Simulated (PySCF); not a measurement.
Working out the excitation energy of S(2+)

S(2+) [Ne] 3s2 3p2 (3P) → S(2+) [Ne] 3s1 3p2 3d1 (high-spin determinant). Calculation: PySCF 2.14, in aug-cc-pV(D+d)Z; no relativity, point nucleus. Frozen: [Ne]. Energies in hartree (1 hartree = 27.21139 eV):

```
             part  S(2+) (lower)  S(2+) (upper)
              UHF    -396.324755    -395.494091
MP2 opposite-spin      -0.045942       0.000000
    MP2 same-spin      -0.008768      -0.015712
```

Q: What does Hartree-Fock give?

A: (-395.494091) − (-396.324755) = 0.830664 hartree = 22.604 eV.

Q: What do MP2 and SCS-MP2 (6/5 opposite-spin, 1/3 same-spin) give?

A: The opposite-spin parts differ by 1.250 eV and the same-spin parts by -0.189 eV. MP2: 22.604 + (1.250) + (-0.189) = 23.665 eV. SCS-MP2: 22.604 + 1.2 × (1.250) + (-0.189)/3 = 24.041 eV.

One determinant mixes LS terms, so it does not stand for a single term.
